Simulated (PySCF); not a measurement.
Dipole response of P (phosphorus, neutral)

[Ne] 3s2 3p3, high-spin 4S determinant. Calculation: PySCF 2.14, in aug-cc-pV(5+d)Z; the non-relativistic Hamiltonian (point nucleus). Coupled (time-dependent) response in atomic units; α is the mean over directions.

```tsv
method	mean α (bohr³)	C₆ (like pair)	S(−4)
UHF	25.45	187.9	197.8
PBE	27.72	206.6	267.0
PBE0	26.53	196.3	230.6
PW91	27.61	205.5	264.8
```

S(−4) is the Cauchy moment in α(ω) = α(0) + S(−4) ω² + …

Reference α: 25 ± 1 bohr³ (recommended; Schwerdtfeger and Nagle, table of static dipole polarizabilities (2023 update)). Published C₆: 185.0 (Chu and Dalgarno (2004); Tang, Norbeck and Certain (1976)).

α(iu) at PW91:

```
u (hartree)  α(iu) (bohr³)
          0          27.61
     0.0500          26.97
      0.100          25.27
      0.200          20.50
      0.300          15.95
      0.500          9.702
      0.750          5.681
       1.00          3.665
       1.50          1.882
       2.00          1.158
       3.00         0.5889
       5.00         0.2606
```

A single London oscillator, α(iu) = α/(1 + u²/ω²), gives C₆ = (3/4) ω α². Matching the computed C₆ needs ω = 4 × 205.5 / (3 × 27.61²) = 0.359 hartree.
